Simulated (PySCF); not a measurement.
Two species compared at the same levels of theory.

First species: C5H6F2OSi.
SMILES: `CC1=CC=CO[Si]1(F)F`

Second species: C5H6F2OSi.
SMILES: `FC(F)OC1=C[SiH2]C=C1`

Levels: CAM-B3LYP/def2-SVPD for dipole moment, HOMO energy, LUMO energy, HOMO–LUMO gap, static isotropic polarisability and electronic spatial extent ⟨r²⟩ about the centre of nuclear charge; TDDFT CAM-B3LYP/def2-SVPD for lowest singlet excitation; TDA CAM-B3LYP/def2-SVPD for lowest triplet excitation (Tamm–Dancoff); GFN2-xTB for rotational constant A and rotational constant C. Geometries: GFN2-xTB. Each species is one conformer at its optimised geometry, gas phase, non-relativistic unless stated; the electronic structure was computed with PySCF and density fitting.

Dipoles, sizes and rotational constants follow the conformer. The torsions of the flexible species, by atom-mapped SMILES:
- `[F:1][CH:2]([F:3])[O:4][C:5]1=[CH:6][SiH2:7][CH:8]=[CH:9]1`: F1–C2–O4–C5 -166°, C2–O4–C5–C6 -9°

Values for the first species:

```
Dipole moment                                                     : 3.39 D
HOMO energy                                                       : -8.08 eV
LUMO energy                                                       : -0.36 eV
HOMO–LUMO gap                                                     : 7.72 eV
Lowest singlet excitation                                         : 4.91 eV
Lowest triplet excitation (Tamm–Dancoff)                          : 2.94 eV
Static isotropic polarisability                                   : 81.3 au
Electronic spatial extent ⟨r²⟩ about the centre of nuclear charge : 1234 bohr²
Rotational constant A                                             : 1.796 GHz
Rotational constant C                                             : 0.994 GHz
```

**Question.** Estimate the same properties for the second species, and the change in each.

**Answer.** 
| property | first | second | second less first |
| --- | --- | --- | --- |
| dipole moment | 3.39 D | 2.81 D | -0.58 D |
| HOMO energy | -8.08 eV | -8.30 eV | -0.22 eV |
| LUMO energy | -0.36 eV | -0.58 eV | -0.22 eV |
| HOMO–LUMO gap | 7.72 eV | 7.72 eV | 0.00 eV |
| lowest singlet excitation | 4.91 eV | 4.56 eV | -0.35 eV |
| lowest triplet excitation (Tamm–Dancoff) | 2.94 eV | 2.84 eV | -0.10 eV |
| static isotropic polarisability | 81.3 au | 86.9 au | +5.6 au |
| electronic spatial extent ⟨r²⟩ about the centre of nuclear charge | 1234 bohr² | 1668 bohr² | +434 bohr² |
| rotational constant A | 1.796 GHz | 3.630 GHz | +1.834 GHz |
| rotational constant C | 0.994 GHz | 0.632 GHz | -0.362 GHz |

On the first: No computed singlet falls in the visible range (750 to 380 nm, 1.65 to 3.26 eV); S1 lies 1.65 eV above its blue end. The 8 singlets span 4.91 to 7.58 eV, and their oscillator strengths add up to 0.57.

On the second: The polarisability is 12.88 Å³ as a volume (1 au = 0.148185 Å³), or 1.14 au for each of the 76 electrons. In wavenumbers S1 is 36800 cm⁻¹ (1 eV = 8065.54 cm⁻¹).
